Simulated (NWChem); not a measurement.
SiNH$_{4}$OF; SMILES [Si@@H](O)(F)N

```xyz
8

N     -0.5287    -1.4700    -0.2833
Si    -0.0818     0.0277     0.3716
O     -0.9605     1.1870    -0.4105
F      1.4790     0.4422     0.1391
H     -0.6865    -1.6051    -1.2743
H     -0.4130    -2.3391     0.2210
H     -0.2521    -0.0161     1.8426
H     -0.5339     2.0442    -0.4992
```
Atoms are numbered in this order, from 1.

Results from NWChem. Pople sets run with spherical d functions. STO-3G and 3-21G are far too small for this property and stand as cheap habits. Coordinates come from a PBE0/def2-SVP optimisation. GIAO values for the isolated, static molecule; σ is the absolute isotropic shielding, δ = σ(reference) − σ with the isolated reference molecule computed at the same levels (19F: trichlorofluoromethane, 1H: tetramethylsilane, 15N: ammonia, 29Si: tetramethylsilane).

```
level                δ N1 (ppm)  δ Si2 (ppm)  δ F4 (ppm)  δ H5 (ppm)  δ H6 (ppm)  δ H7 (ppm)  δ H8 (ppm)
-------------------  ----------  -----------  ----------  ----------  ----------  ----------  ----------
Hartree-Fock/STO-3G         [?]          [?]         [?]         [?]         [?]         [?]         [?]
BHandHLYP/pcSseg-1         29.3        -45.3      -113.2        1.27        1.09        4.23        1.67
B3LYP/6-31G*               22.5        -29.0      -111.5        0.65        0.47        4.91        1.14
```

Q: What belongs in the gaps?

A: 
- Hartree-Fock/STO-3G, δ N1 (ppm): -45.7
- Hartree-Fock/STO-3G, δ Si2 (ppm): -8.8
- Hartree-Fock/STO-3G, δ F4 (ppm): -163.3
- Hartree-Fock/STO-3G, δ H5 (ppm): -0.97
- Hartree-Fock/STO-3G, δ H6 (ppm): -1.18
- Hartree-Fock/STO-3G, δ H7 (ppm): 2.31
- Hartree-Fock/STO-3G, δ H8 (ppm): -3.22
